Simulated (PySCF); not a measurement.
SbF4, SMILES [F][Sb]([F])([F])[F], multiplicity 2.

Geometry optimised at PBE0-D3(BJ)/def2-SVP. The multiplicity is an assumed one; other spin states were not compared. The isomer is the one that the SMILES or the coordinates give; other isomers of the formula were not compared. The def2 effective core potentials stand for the cores of Sb; spin–orbit coupling is left out.

The numbers are results of C-PCM-ωB97X/def2-SVP (PySCF), not measurements.

The values are the electrostatic part of the solvation free energy, E(continuum) − E(gas) at the gas-phase geometry, in a cavity of scaled van der Waals radii (PySCF's table); cavitation and dispersion terms are not included. A continuum can't describe solvent molecules that bind to the metal. The dipole moment in vacuum is 2.40 D.

| solvent | ε | ΔG(elec) (kcal/mol) | dipole (D) |
|---|---|---|---|
| water | 78.36 | -7.4 | 2.90 |
| acetone | 20.49 | -7.1 | 2.88 |
| dimethylsulfoxide | 46.83 | -7.3 | 2.89 |
